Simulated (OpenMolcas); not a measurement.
Computed levels of 5s² 5p² in ions with 50 electrons, in cm-1 above ³P₀.

```yaml
Program: OpenMolcas 26.06
Method: RASSCF
Basis: ANO-RCC-VTZP
Scalar_Hamiltonian: DKH2, point nucleus
Spin-orbit_coupling: RASSI with atomic mean-field integrals over the reference wave functions, term energies averaged over their components
```

Active space for each ion: 4 electrons in 9 orbitals (RAS2 5s 5p; RAS3 5d, at most 2 electrons).

```
Level     Sn    Sb+   Te2+   Xe4+
  ³P₁   1393   2498   3943   7599
  ³P₂   3095   5132   7510  12940
  ¹D₂  10257  13982  17986  27496
  ¹S₀  19888  25897  31730  44674
```

Task: Estimate ³P₂, ¹D₂, ¹S₀ for I3+ from its neighbours Te2+ and Xe4+.

Result: ³P₂ is fine structure, which grows about as the fourth power of a screened charge, so the fourth roots are averaged: ((7510^0.25 + 12940^0.25) / 2)^4 = 9950. The calculation gives 10250, so the estimate is off by -2.9 %.
¹D₂ is another term, which grows about linearly with the charge: (17986 + 27496) / 2 = 22741. The calculation gives 22633, so the estimate is off by +0.5 %.
¹S₀ is another term, which grows about linearly with the charge: (31730 + 44674) / 2 = 38202. The calculation gives 38016, so the estimate is off by +0.5 %.

Some high roots are left out of the spin-orbit mixing, which shifts the levels that they would mix with (holds for Sn). Active for correlation alone: 5d; no level in the range computed is led by a configuration that fills it, so any true level of that kind is missing (holds for Sn; Xe4+). The run also gave levels led by 5s² 5p 5d, which use shells meant for correlation; these and all levels above them are left out (holds for Sb+). The run also gave levels led by 5s 5p² 5d, 5s² 5p 5d, which use shells meant for correlation; these and all levels above them are left out (holds for Te2+; I3+). Levels of configurations outside the active space are missing.
